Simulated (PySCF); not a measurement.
## Basis-set dependence of population analyses: `N[SiH2]B[SiH3]`

BH8NSi2.
Bonds: N1–Si2, Si2–B3, B3–Si4. Hydrogens: H5, H6 on N1; H7, H8 on Si2; H9 on B3; H10, H11, H12 on Si4.

PBE0 throughout (PySCF), one geometry, spherical d and f functions. Isolated species at its PBE0-D3(BJ)/def2-SVP geometry (one conformer only). Atoms taken as equivalent share a column and are averaged. The first 7 of 8 kinds of atom are listed.

Mulliken charges (e):

```json
{"basis": "STO-3G", "functions": "36", "N1": "-0.588", "Si2": "+0.594", "B3": "-0.082", "Si4": "+0.410", "H5/H6": "+0.163", "H7/H8": "-0.131", "H9": "-0.044"}
{"basis": "6-31G", "functions": "60", "N1": "-1.001", "Si2": "+0.692", "B3": "-0.221", "Si4": "+0.348", "H5/H6": "+0.332", "H7/H8": "-0.115", "H9": "+0.021"}
{"basis": "pcSseg-0", "functions": "60", "N1": "-1.050", "Si2": "+0.745", "B3": "-0.493", "Si4": "+0.242", "H5/H6": "+0.323", "H7/H8": "-0.064", "H9": "+0.124"}
{"basis": "6-31G*", "functions": "80", "N1": "-0.925", "Si2": "+0.483", "B3": "-0.167", "Si4": "+0.195", "H5/H6": "+0.352", "H7/H8": "-0.082", "H9": "+0.041"}
{"basis": "cc-pVDZ", "functions": "104", "N1": "-0.308", "Si2": "+0.322", "B3": "-0.138", "Si4": "+0.147", "H5/H6": "+0.111", "H7/H8": "-0.070", "H9": "+0.010"}
{"basis": "def2-SVP", "functions": "104", "N1": "-0.414", "Si2": "+0.428", "B3": "-0.191", "Si4": "+0.227", "H5/H6": "+0.138", "H7/H8": "-0.089", "H9": "+0.028"}
{"basis": "6-311+G(2d,p)", "functions": "172", "N1": "-0.779", "Si2": "+0.386", "B3": "+0.114", "Si4": "+0.087", "H5/H6": "+0.234", "H7/H8": "-0.073", "H9": "+0.033"}
{"basis": "aug-cc-pVDZ", "functions": "172", "N1": "-0.242", "Si2": "-0.106", "B3": "-0.825", "Si4": "-0.870", "H5/H6": "-0.055", "H7/H8": "+0.274", "H9": "+0.834"}
{"basis": "def2-TZVP", "functions": "184", "N1": "-0.637", "Si2": "+0.223", "B3": "+0.018", "Si4": "+0.008", "H5/H6": "+0.239", "H7/H8": "-0.040", "H9": "+0.054"}
{"basis": "IGLO-III", "functions": "238", "N1": "-0.704", "Si2": "+0.742", "B3": "-0.120", "Si4": "+0.530", "H5/H6": "+0.199", "H7/H8": "-0.171", "H9": "-0.037"}
{"basis": "cc-pVTZ", "functions": "240", "N1": "-0.358", "Si2": "+0.240", "B3": "-0.100", "Si4": "+0.087", "H5/H6": "+0.142", "H7/H8": "-0.058", "H9": "+0.042"}
```

IAO charges (e):

```
        basis  functions      N1     Si2      B3     Si4   H5/H6   H7/H8      H9
       STO-3G         36  -0.692  +0.715  -0.298  +0.507  +0.190  -0.129  +0.017
        6-31G         60  -0.809  +0.599  -0.273  +0.282  +0.264  -0.096  +0.051
     pcSseg-0         60  -0.781  +0.595  -0.289  +0.249  +0.250  -0.091  +0.059
       6-31G*         80  -0.828  +0.717  -0.311  +0.399  +0.261  -0.129  +0.046
      cc-pVDZ        104  -0.822  +0.713  -0.320  +0.396  +0.260  -0.127  +0.050
     def2-SVP        104  -0.815  +0.725  -0.318  +0.411  +0.255  -0.132  +0.047
6-311+G(2d,p)        172  -0.864  +0.747  -0.332  +0.425  +0.271  -0.133  +0.051
  aug-cc-pVDZ        172  -0.853  +0.715  -0.319  +0.396  +0.270  -0.125  +0.050
    def2-TZVP        184  -0.862  +0.757  -0.336  +0.432  +0.270  -0.136  +0.051
     IGLO-III        238  -0.866  +0.756  -0.336  +0.431  +0.271  -0.135  +0.052
      cc-pVTZ        240  -0.857  +0.743  -0.331  +0.417  +0.269  -0.133  +0.051
```

Hirshfeld charges (e):

```json
{"basis": "STO-3G", "functions": "36", "N1": "-0.324", "Si2": "+0.353", "B3": "+0.051", "Si4": "+0.258", "H5/H6": "+0.085", "H7/H8": "-0.093", "H9": "-0.074"}
{"basis": "6-31G", "functions": "60", "N1": "-0.323", "Si2": "+0.270", "B3": "+0.034", "Si4": "+0.197", "H5/H6": "+0.113", "H7/H8": "-0.081", "H9": "-0.042"}
{"basis": "pcSseg-0", "functions": "60", "N1": "-0.323", "Si2": "+0.292", "B3": "+0.030", "Si4": "+0.215", "H5/H6": "+0.110", "H7/H8": "-0.086", "H9": "-0.055"}
{"basis": "6-31G*", "functions": "80", "N1": "-0.308", "Si2": "+0.256", "B3": "+0.035", "Si4": "+0.202", "H5/H6": "+0.118", "H7/H8": "-0.084", "H9": "-0.041"}
{"basis": "cc-pVDZ", "functions": "104", "N1": "-0.304", "Si2": "+0.274", "B3": "+0.025", "Si4": "+0.218", "H5/H6": "+0.115", "H7/H8": "-0.087", "H9": "-0.049"}
{"basis": "def2-SVP", "functions": "104", "N1": "-0.309", "Si2": "+0.280", "B3": "+0.026", "Si4": "+0.225", "H5/H6": "+0.115", "H7/H8": "-0.089", "H9": "-0.051"}
{"basis": "6-311+G(2d,p)", "functions": "172", "N1": "-0.319", "Si2": "+0.283", "B3": "+0.024", "Si4": "+0.223", "H5/H6": "+0.112", "H7/H8": "-0.084", "H9": "-0.048"}
{"basis": "aug-cc-pVDZ", "functions": "172", "N1": "-0.323", "Si2": "+0.284", "B3": "+0.023", "Si4": "+0.220", "H5/H6": "+0.112", "H7/H8": "-0.083", "H9": "-0.047"}
{"basis": "def2-TZVP", "functions": "184", "N1": "-0.319", "Si2": "+0.278", "B3": "+0.025", "Si4": "+0.218", "H5/H6": "+0.115", "H7/H8": "-0.084", "H9": "-0.048"}
{"basis": "IGLO-III", "functions": "238", "N1": "-0.321", "Si2": "+0.278", "B3": "+0.029", "Si4": "+0.216", "H5/H6": "+0.113", "H7/H8": "-0.082", "H9": "-0.050"}
{"basis": "cc-pVTZ", "functions": "240", "N1": "-0.318", "Si2": "+0.278", "B3": "+0.026", "Si4": "+0.217", "H5/H6": "+0.115", "H7/H8": "-0.085", "H9": "-0.049"}
```

Some averages cover members that differ in this geometry, most widely: H7/H8, Mulliken in pcSseg-0 -0.083 to -0.044; H7/H8, IAO in pcSseg-0 -0.110 to -0.072; H7/H8, IAO in 6-31G -0.115 to -0.077; H7/H8, IAO in 6-31G* -0.147 to -0.111 e.

Problem. Which scheme is steadiest as the basis changes?

Solution. Largest range over the bases for any column: Hirshfeld 0.10 e, IAO 0.26 e, Mulliken 1.40 e. Hirshfeld charges move least and Mulliken charges most, counted in e. Without the minimal STO-3G basis the ranges are Hirshfeld 0.04, IAO 0.18, Mulliken 1.40 e.

Problem. How much do the charges still move between the two largest bases, IGLO-III and cc-pVTZ?

Solution. At most, over all atoms: Mulliken 0.502 e, IAO 0.014 e, Hirshfeld 0.003 e.

Problem. What do the same runs give for the total energy, the frontier levels and the dipole moment?

Solution. 
```csv
basis,energy (Eh),HOMO (eV),LUMO (eV),μ (D)
STO-3G,-655.2692,-3.45,0.98,1.00
6-31G,-662.8908,-6.81,-2.41,1.13
pcSseg-0,-662.1207,-6.89,-2.84,1.10
6-31G*,-662.9701,-7.01,-2.47,1.13
cc-pVDZ,-663.0103,-7.04,-2.59,1.10
def2-SVP,-662.7697,-7.09,-2.67,1.10
"6-311+G(2d,p)",-663.0614,-7.29,-2.73,0.99
aug-cc-pVDZ,-663.0223,-7.24,-2.69,0.94
def2-TZVP,-663.0684,-7.27,-2.72,1.06
IGLO-III,-663.0734,-7.27,-2.72,0.99
cc-pVTZ,-663.0708,-7.23,-2.70,1.04
```

The dipole is fixed by the density alone, so its range of 0.19 D shows that the density itself changes with the basis, not only its division among atoms.
